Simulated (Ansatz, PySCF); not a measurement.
Gas-phase reaction (SMILES): C=C[SiH2][SiH2]Cl + 5 [H][H] (H2) -> 2 C (CH4) + Cl (HCl) + 2 [SiH4] (SiH4); energy of full hydrogenation.

Structures are relaxed separately at B3LYP-D3(BJ)/def2-TZVP in Ansatz (an electronic-structure program), one conformer each, not searched for the lowest. Cores are frozen in the correlated levels unless marked. Spin-orbit coupling is left out. No relativistic terms. Basis-set limits of correlation are two-point, X^-3; Hartree-Fock from the larger set. Thermal terms are rigid-rotor harmonic-oscillator values from B3LYP-D3(BJ) frequencies (PySCF) at 298.15 K and 1 atm. 1 Eh = 627.5095 kcal/mol.

```
species            E, CCSD(T)/CBS(cc-pV(T+d)Z,cc-pV(Q+d)Z) (Ansatz) (Eh)  E, wB97M-V/def2-TZVPD (Ansatz) (Eh)  H - E (Eh)
-----------------  -----------------------------------------------------  -----------------------------------  ----------
C=C[SiH2][SiH2]Cl                                            -1118.25932                          -1119.57571     0.08758
[H][H] (H2)                                                     -1.17450                             -1.16077     0.01336
C (CH4)                                                        -40.45816                            -40.49098     0.04840
Cl (HCl)                                                      -460.37849                           -460.79070     0.01000
[SiH4] (SiH4)                                                 -291.45815                           -291.84546     0.03520
```

**Question.** Work out ΔE and ΔH at 298.15 K at the first level, then ΔH at the second.

**Answer.** 
1. ΔE = [2×(-40.45816) + (-460.37849) + 2×(-291.45815)] - [(-1118.25932) + 5×(-1.17450)] = -0.07929 Eh = -49.8 kcal/mol at CCSD(T)/CBS(cc-pV(T+d)Z,cc-pV(Q+d)Z).
2. The terms H - E add up to 0.02282 Eh, so ΔH = (-0.07929 + (0.02282))×627.5095 = -35.4 kcal/mol.
3. At wB97M-V/def2-TZVPD the same steps give ΔE = -52.7 and ΔH = -38.4 kcal/mol, a shift of -3.0 from the first level.
4. These values are not checked against measurement here, since the tables used lack a sound gas-phase enthalpy of formation for at least one species.
